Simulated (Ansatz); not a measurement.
Other settings, tried on PAsAsAs tetrahedron (As₃P).

```yaml
crystal:
  periodic: [false, false, false]
  atoms:
    - {symbol: P, position_ang: [-1.114939, -0.047055, 0.847507]}
    - {symbol: As, position_ang: [1.204003, -0.337194, 0.792847]}
    - {symbol: As, position_ang: [0.109024, 1.369099, -0.552805]}
    - {symbol: As, position_ang: [-0.198098, -0.984841, -1.087540]}
basis:
  gaussian: {orbitals: aug-cc-pVDZ, final_grid: {core_spheres: 8, valence_spheres: 7, degree: 23}}
hamiltonian: {xc: {name: PBE}, pseudopotentials: {relativity: scalar}}
scf: {omitted_lower_state_checks: [starts]}
output: {forces: true}
```

```sh
$ ansatz run in.yaml --threads 4 --pin off --events-out ev --progress --plain --max-ram 3916MiB
```

Output, abridged:

```
Functional definition: PBE
1598 factors; their error is unknown
mean field evaluation 1: about -193383.7593 eV, gradient 2.3e1 eV
mean field evaluation 2: about -193378.4864 eV, gradient 4.5e1 eV
mean field evaluation 4: about -193385.6768 eV, gradient 2.1e0 eV
mean field evaluation 8: about -193385.6837 eV, gradient 5.0e-2 eV
mean field evaluation 16: about -193385.6631 eV, gradient 4.1e-5 eV
mean field -193385.66311619 eV, -7106.7920380094 hartree, gradient 4.1e-5 eV, S^2 0.000000; 0 other end points of the search recorded, 0 dependent functions left out
reference -193385.66317916 eV, -7106.7920403236 hartree; 57, 57 occupied and 78, 78 virtual orbitals, 1598 factors
Total energy: -193385.66317916 eV, -7106.7920403236 hartree
Relativity: scalar
Atom 0 at    -1.114939    -0.047055     0.847507 Å, force    -0.278523    -0.012235     0.213828 eV/Å
Atom 1 at     1.204003    -0.337194     0.792847 Å, force     0.252969    -0.064380     0.138112 eV/Å
Atom 2 at     0.109024     1.369099    -0.552805 Å, force     0.043262     0.271963    -0.122891 eV/Å
Atom 3 at    -0.198098    -0.984841    -1.087540 Å, force    -0.017708    -0.195348    -0.229048 eV/Å
Dipole moment:     0.078143     0.003299    -0.059405 e Å
Checks for a lower state left out: starts
```

Hardware: 4 threads of Arm Neoverse V2 on a shared host. Wall time 1.6 s.
